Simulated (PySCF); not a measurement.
GeH7NSi2, SMILES [SiH2]1[GeH2][NH][SiH2]1. Coordinates come from a PBE-D3(BJ)/def2-SVP optimisation. The structure was generated by enumeration, and PubChem lists no compound with its InChIKey, so it may never have been made.

Method: PySCF with PBE-D3(BJ)/def2-SVP.

Harmonic wavenumbers (cm⁻¹): 80, 280, 291, 339, 374, 423, 423, 506, 551, 594, 619, 625, 661, 665, 792, 828, 870, 885, 960, 1067, 2029, 2031, 2113, 2118, 2154, 2171, 3513. Rotational constants (GHz): 3.946, 2.193, 1.486; symmetry number 1.

Work out the zero-point energy and the ideal-gas rigid-rotor harmonic-oscillator thermochemistry at 298.15 K and 1 atm.

ZPE = ½ Σ hcν = ½ × 27963 cm⁻¹ = 39.97 kcal/mol. H − E(el) = 45.11 kcal/mol. Entropy in cal/(mol K): translation 40.92, rotation 27.62, vibration 15.01, total 83.55. G − E(el) = 20.20 kcal/mol. Cp = 29.58 cal/(mol K). Modes under 150 cm⁻¹ make the vibrational entropy uncertain.
